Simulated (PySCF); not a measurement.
## Radial density of S (sulfur, neutral)

PW91, [Ne] 3s2 3p3 3d1, high-spin 5D determinant (an excited configuration). Calculation: PySCF 2.14, in aug-cc-pVQZ-DK (7s6p4d3f2g, 84 functions); the spin-free X2C one-electron Hamiltonian (Gaussian nucleus).

```
r (bohr)  4πr²ρ (e/bohr)  4πr²(ρα − ρβ)
 0.00150         0.08829         0.0000
 0.00253          0.2307         0.0000
 0.00425          0.5936         0.0000
 0.00715           1.480        -0.0001
  0.0120           3.484        -0.0001
  0.0202           7.435         0.0001
  0.0340           13.38         0.0024
  0.0572           18.13         0.0165
  0.0962           16.17         0.0759
   0.162           11.93         0.2307
   0.272           16.29         0.3569
   0.458           14.79         0.1023
   0.770           4.380         0.2598
    1.30           3.281         1.6832
    2.18           2.066         1.3929
    3.67          0.4485         0.4071
    6.17         0.09558         0.0954
    10.4       6.379e-05         0.0001
```

Densities and radii are taken from the X2C orbitals without a picture-change correction, which distorts them close to the nucleus.

The outer electron is Rydberg-like, and this basis confines it to a smaller radius and binds it less than a complete one would. At PW91 the highest occupied level has a positive energy, so only the finite basis holds that electron; for this excited configuration the basis is too tight for the outer shell.
